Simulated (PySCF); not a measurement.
Job file and geometry (Å, from GFN2-xTB) of an NMR shielding run on SMILES C#C[Si@H]([SiH2]C)C1C=C1, C₆H₁₀Si₂, GIAO PBE0/pcSseg-1 NMR shielding, non-relativistic, gas phase (PySCF 2.14.0, density-fitted response routines); density fitting, a coarse starting grid and PySCF grid level 2 are the driver's defaults:

```
$ OMP_NUM_THREADS=1 python probes_run.py task.json out

{"job": {"kind": "nmr", "xc": "PBE0", "basis": "pcSseg-1"}, "charge": 0, "multiplicity": 1}
C     -0.421372     3.244087    -0.385503
C     -0.094230     2.127084    -0.689258
Si     0.368772     0.383353    -1.131754
Si    -1.289720    -1.105195    -0.501304
C     -2.241334    -0.435735     1.000891
C      2.001397     0.038624    -0.231064
C      2.044411    -0.736236     1.067405
C      2.472892    -1.374873     0.027345
H     -0.697769     4.226340    -0.125920
H      0.654330     0.430189    -2.580188
H     -0.750132    -2.426835    -0.138967
H     -2.263439    -1.349914    -1.576090
H     -2.661211     0.543806     0.789430
H     -3.058454    -1.091913     1.286260
H     -1.589069    -0.329608     1.863250
H      2.783526     0.788394    -0.368773
H      1.846915    -0.683880     2.109166
H      2.885729    -2.241371    -0.426583
```

Q: What does the program print?

A: 
```
coarse grid: 15968 points
cycle   1  E = -812.7835426248  dE =  8.371e-01  |g| = 5.164e-01  |ddm| = 3.901e+00
cycle   2  E = -812.7651097732  dE =  1.843e-02  |g| = 5.750e-01  |ddm| = 1.129e+00
cycle   3  E = -812.8515863532  dE = -8.648e-02  |g| = 1.113e-01  |ddm| = 6.142e-01
cycle   4  E = -812.8538549243  dE = -2.269e-03  |g| = 5.789e-02  |ddm| = 1.139e-01
cycle   5  E = -812.8546909135  dE = -8.360e-04  |g| = 1.250e-02  |ddm| = 5.228e-02
cycle   6  E = -812.8547303088  dE = -3.940e-05  |g| = 3.788e-03  |ddm| = 1.413e-02
cycle   7  E = -812.8547337017  dE = -3.393e-06  |g| = 1.232e-03  |ddm| = 4.173e-03
final grid: 144824 points
cycle   8  E = -812.9039628407  dE = -2.967e-05  |g| = 7.428e-03  |ddm| = 3.077e-02
cycle   9  E = -812.9039560725  dE =  6.768e-06  |g| = 9.036e-03  |ddm| = 1.525e-02
cycle  10  E = -812.9039769870  dE = -2.091e-05  |g| = 1.279e-03  |ddm| = 8.198e-03
cycle  11  E = -812.9039773503  dE = -3.633e-07  |g| = 3.993e-04  |ddm| = 1.237e-03
cycle  12  E = -812.9039773889  dE = -3.864e-08  |g| = 1.071e-04  |ddm| = 4.269e-04
cycle  13  E = -812.9039773914  dE = -2.462e-09  |g| = 5.008e-05  |ddm| = 1.147e-04
cycle  14  E = -812.9039773919  dE = -5.614e-10  |g| = 1.610e-05  |ddm| = 4.433e-05
converged SCF energy = -812.9039773919

GIAO shielding tensors (ppm)
atom      isotropic    diamagn.    paramagn.     s11        s22        s33       span
  0 C       81.723     261.177    -179.454     -2.852      3.130    244.892    247.743
  1 C       98.605     260.996    -162.390     -0.638      6.325    290.129    290.767
  2 Si     408.567     879.919    -471.351    369.869    402.910    452.922     83.053
  3 Si     438.010     880.488    -442.478    412.794    419.947    481.289     68.495
  4 C      197.460     253.254     -55.794    190.112    200.014    202.254     12.142
  5 C      180.372     244.542     -64.170    131.612    151.573    257.930    126.318
  6 C       65.827     253.335    -187.508    -85.142     99.334    183.288    268.430
  7 C       64.561     260.033    -195.472    -86.118     96.875    182.925    269.043
  8 H       29.675      33.513      -3.838     24.466     24.776     39.785     15.319
  9 H       26.930      27.979      -1.049     23.639     25.133     32.019      8.380
 10 H       28.121      29.895      -1.774     24.646     27.087     32.628      7.982
 11 H       28.108      29.123      -1.015     24.318     25.910     34.094      9.776
 12 H       31.391      31.383       0.008     26.197     29.683     38.293     12.096
 13 H       31.465      28.600       2.865     26.302     27.945     40.148     13.846
 14 H       31.766      32.871      -1.105     26.846     30.024     38.427     11.581
 15 H       30.532      29.054       1.477     23.275     27.519     40.801     17.527
 16 H       24.299      32.393      -8.093     19.947     26.399     26.552      6.605
 17 H       24.324      33.226      -8.903     20.396     25.503     27.072      6.675
```

Q: Turn these shieldings into chemical shifts. References, each an isolated molecule treated in the same way: TMS for ¹³C (σref 186.93), ²⁹Si (σref 349.16), ¹H (σref 31.72).

A: Averaging equivalent atoms: C 7: 122.4; C 6: 121.1; C 0: 105.2; C 1: 88.3; C 5: 6.6; C 4: -10.5; Si 2: -59.4; Si 3: -88.9; H 16: 7.42; H 17: 7.39; H 9: 4.79; H 11: 3.61; H 10: 3.60; H 8: 2.04; H 15: 1.19; H 12/13/14: 0.18 ppm. 

Size and cost of the density-fitted run: 200 basis functions, 63 s wall time on 1 thread of an Arm Neoverse V1, shared host; peak memory 0.82 GiB.
